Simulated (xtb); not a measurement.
CS2, charge +1, doublet, from a rough starting geometry (a state made from the parent by changing its charge; the spin is typed, not shown lowest); GFN2-xTB in xtb.

xtb was given this input:
```
$ xtb mol.xyz --gfn 2 --chrg 1 --uhf 1 --opt vtight --json

# file mol.xyz
3

S     -1.59018856     0.08346480     0.03188559
C     -0.03094949     0.01204708    -0.01472853
S      1.55157470    -0.05309608    -0.02765456
```

The log (banner, timings and long lists left out):

```
   ID    Z sym.   atoms
    1   16 S      1, 3
    2    6 C      2

           -------------------------------------------------
          |                Calculation Setup                |
           -------------------------------------------------

           -------------------------------------------------
          |                 G F N 2 - x T B                 |
           -------------------------------------------------

          ...................................................
          :                      SETUP                      :
          :.................................................:
          :  # basis functions                  24          :
          :  # atomic orbitals                  22          :
          :  # shells                            8          :
          :  # electrons                        15          :
          :  max. iterations                   250          :
          :  Hamiltonian                  GFN2-xTB          :
          :  restarted?                      false          :
          :  GBSA solvation                  false          :
          :  PC potential                    false          :
          :  electronic temp.          300.0000000     K    :
          :  accuracy                    1.0000000          :
          :  -> integral cutoff          0.2500000E+02      :
          :  -> integral neglect         0.1000000E-07      :
          :  -> SCF convergence          0.1000000E-05 Eh   :
          :  -> wf. convergence          0.1000000E-03 e    :
          :  Broyden damping             0.4000000          :
          :  net charge                          1          :
          :  unpaired electrons                  1          :
          ...................................................

 iter      E             dE          RMSdq      gap      omega  full diag
   1     -8.0940107 -0.809401E+01  0.811E+00    2.67       0.0  T
   2     -8.1037986 -0.978790E-02  0.666E+00    3.67       1.0  T
   3     -8.1600092 -0.562106E-01  0.294E+00    3.09       1.0  T
   4     -8.1608849 -0.875758E-03  0.676E-01    3.17       1.0  T
   5     -8.1609627 -0.777714E-04  0.376E-01    3.15       1.0  T
   6     -8.1609849 -0.222408E-04  0.844E-02    3.14       1.0  T
   7     -8.1609861 -0.114120E-05  0.304E-02    3.14       1.9  T
   8     -8.1609863 -0.218373E-06  0.181E-02    3.14       3.2  T
   9     -8.1609863  0.408163E-07  0.541E-03    3.15      10.7  T
  10     -8.1609863 -0.677497E-07  0.529E-04    3.14     109.1  T
  11     -8.1609863  0.581952E-10  0.498E-04    3.14     115.9  T

   *** convergence criteria satisfied after 11 iterations ***

         :::::::::::::::::::::::::::::::::::::::::::::::::::::
         ::                     SUMMARY                     ::
         :::::::::::::::::::::::::::::::::::::::::::::::::::::
         :: total energy              -8.082944393519 Eh    ::
         :: gradient norm              0.025031384455 Eh/a0 ::
         :: HOMO-LUMO gap              3.144927016752 eV    ::
         ::.................................................::
         :: SCC energy                -8.160986358006 Eh    ::
         :: -> isotropic ES            0.113566497166 Eh    ::
         :: -> anisotropic ES         -0.006318606546 Eh    ::
         :: -> anisotropic XC          0.002996557976 Eh    ::
         :: -> dispersion             -0.001772430826 Eh    ::
         :: repulsion energy           0.078041964487 Eh    ::
         :: add. restraining           0.000000000000 Eh    ::
         :: total charge               1.000000000000 e     ::
         :::::::::::::::::::::::::::::::::::::::::::::::::::::

      -----------------------------------------------------------
     |                   =====================                   |
     |                        A N C O P T                        |
     |                   =====================                   |
[...]
 * total energy  :    -8.0829444 Eh     change       -0.4519727E-09 Eh
 * total energy  :    -8.0833284 Eh     change       -0.3839915E-03 Eh
 * total energy  :    -8.0834298 Eh     change       -0.1013658E-03 Eh
 * total energy  :    -8.0834358 Eh     change       -0.6029075E-05 Eh
 * total energy  :    -8.0834404 Eh     change       -0.4643425E-05 Eh
 * total energy  :    -8.0834422 Eh     change       -0.1803725E-05 Eh
 * total energy  :    -8.0834435 Eh     change       -0.1224874E-05 Eh
 * total energy  :    -8.0834437 Eh     change       -0.2795568E-06 Eh
 * total energy  :    -8.0834438 Eh     change       -0.2050266E-07 Eh
   *** GEOMETRY OPTIMIZATION CONVERGED AFTER 9 ITERATIONS ***
         :: total energy              -8.083443752354 Eh    ::
[...]
         :::::::::::::::::::::::::::::::::::::::::::::::::::::

           -------------------------------------------------
          |                Property Printout                |
           -------------------------------------------------

    * Orbital Energies and Occupations

         #    Occupation            Energy/Eh            Energy/eV
      -------------------------------------------------------------
         1        2.0000           -0.9814747             -26.7073
         2        2.0000           -0.9783996             -26.6236
         3        2.0000           -0.8080333             -21.9877
         4        2.0000           -0.7324288             -19.9304
         5        2.0000           -0.7223389             -19.6558
         6        2.0000           -0.7223389             -19.6558
         7        1.5000           -0.6346100             -17.2686
         8        1.5000           -0.6346100             -17.2686 (HOMO)
         9                         -0.5162220             -14.0471 (LUMO)
        10                         -0.5162220             -14.0471
        11                         -0.4099021             -11.1540
        12                         -0.3124159              -8.5013
        13                         -0.2380268              -6.4770
        14                         -0.2380268              -6.4770
        15                         -0.2366950              -6.4408
        16                         -0.2366950              -6.4408
        17                         -0.2263385              -6.1590
        18                         -0.2263385              -6.1590
        19                         -0.0675020              -1.8368
       ...                                ...                  ...
        22                          0.8639157              23.5083
      -------------------------------------------------------------
                  HL-Gap            0.1183879 Eh            3.2215 eV
             Fermi-level           -0.6050130 Eh          -16.4632 eV

     #   Z          covCN         q      C6AA      α(0)
     1  16 S        1.035     0.506   120.474    18.564
     2   6 C        1.953    -0.011    31.378     9.046
     3  16 S        1.035     0.506   120.474    18.564

 Mol. C6AA /au·bohr⁶  :        758.758530
 Mol. C8AA /au·bohr⁸  :      33756.669651
 Mol. α(0) /au        :         46.173483

Wiberg/Mayer (AO) data.
largest (>0.10) Wiberg bond orders for each atom

 ---------------------------------------------------------------------------
     #   Z sym  total        # sym  WBO       # sym  WBO       # sym  WBO
 ---------------------------------------------------------------------------
     1  16 S    2.266 --     2 C    1.974     3 S    0.292
     2   6 C    3.947 --     1 S    1.974     3 S    1.974
     3  16 S    2.265 --     2 C    1.974     1 S    0.292
 ---------------------------------------------------------------------------

Topologies differ in total number of bonds
Writing topology from bond orders to xtbtopo.mol

molecular dipole:
                 x           y           z       tot (Debye)
 q only:       -0.044       0.027      -0.007
   full:       -0.044       0.027      -0.007       0.132
molecular quadrupole (traceless):
                xx          xy          yy          xz          yz          zz
 q only:        8.757      -0.573      -4.368      -0.249       0.011      -4.389
  q+dip:       10.093      -0.660      -5.035      -0.287       0.012      -5.059
   full:        8.766      -0.574      -4.372      -0.249       0.011      -4.393

optimized geometry written to: xtbopt.xyz

           -------------------------------------------------
          | TOTAL ENERGY               -8.083443752354 Eh   |
          | GRADIENT NORM               0.000023851774 Eh/α |
          | HOMO-LUMO GAP               3.221499599811 eV   |
           -------------------------------------------------

normal termination of xtb
```
